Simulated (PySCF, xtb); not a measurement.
In(vinyl)(OH)2 (C₂H₅InO₂), SMILES C=[CH][In]([OH])[OH]. Other conformers were not sampled.

Harmonic wavenumbers (cm⁻¹) from xtb with GFN2-xTB at its own minimum, in rising order: 55, 66, 97, 125, 239, 242, 331, 386, 429, 432, 455, 609, 677, 894, 942, 994, 1154, 1376, 1654, 3015, 3047, 3057, 3617, 3680.

Question: What does PBE0-D3(BJ)/def2-SVP run with PySCF give at its own minimum? (The exact figures need the calculation; the answer reports its results.)

Answer: 49, 71, 137, 138, 256, 264, 329, 458, 512, 601, 617, 772, 819, 991, 992, 1042, 1243, 1415, 1671, 3129, 3180, 3222, 3890, 3902. Paired by order, the mean absolute difference is 89 cm⁻¹ and the zero-point energies are 39.4 and 42.5 kcal/mol.
